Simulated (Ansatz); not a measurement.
Relaxation of C2H6N2SSi (12 atoms, charge 0, multiplicity 1), to a largest force component of 0.015 eV/Å in at most 40 steps.

The calculation used RKS B3LYP/6-31G* (Ansatz).

```xyz
12
Properties=species:S:1:pos:R:3
N -0.201 -1.645 0.682
C 0.165 -0.302 0.623
N 0.770 0.142 1.743
C 0.065 0.513 -0.428
Si -0.695 0.550 -2.016
S 0.415 2.113 -0.659
H -0.193 -2.063 -0.227
H 0.366 -2.088 1.334
H 0.263 -0.085 2.622
H 0.939 1.155 1.736
H -2.022 1.210 -2.205
H 0.205 0.444 -3.171
```

Task: Where does it end, and by what steps?

Result: It converged. After 11 steps the energy has fallen by 1.033 eV; H7 moved furthest, 0.50 Å.

```tsv
step	energy less start (eV)	largest force component (eV/Å)	accepted
0	0.0000	3.365	yes
1	-0.5811	3.006	yes
2	-0.9120	1.326	yes
3	-0.9943	0.495	yes
4	-0.9674	1.573	no
5	-1.0273	0.173	yes
6	-1.0302	0.117	yes
7	-1.0272	0.095	no
8	-1.0331	0.025	yes
9	-1.0331	0.020	yes
10	-1.0331	0.020	yes
11	-1.0333	0.012	yes
```

```xyz
12
Properties=species:S:1:pos:R:3
N -0.233 -1.632 0.808
C 0.187 -0.298 0.688
N 0.855 0.151 1.827
C -0.033 0.454 -0.408
Si -0.544 0.823 -2.076
S 0.206 2.277 -0.682
H -0.650 -1.987 -0.045
H 0.515 -2.246 1.123
H 0.402 -0.127 2.692
H 1.053 1.145 1.810
H -1.976 0.904 -2.453
H 0.296 0.481 -3.250
```

Time of the run: 27 s on 2 threads of Intel(R) Xeon(R) 6975P-C (Granite Rapids), with other jobs on the host, peak memory 0.28 GiB.
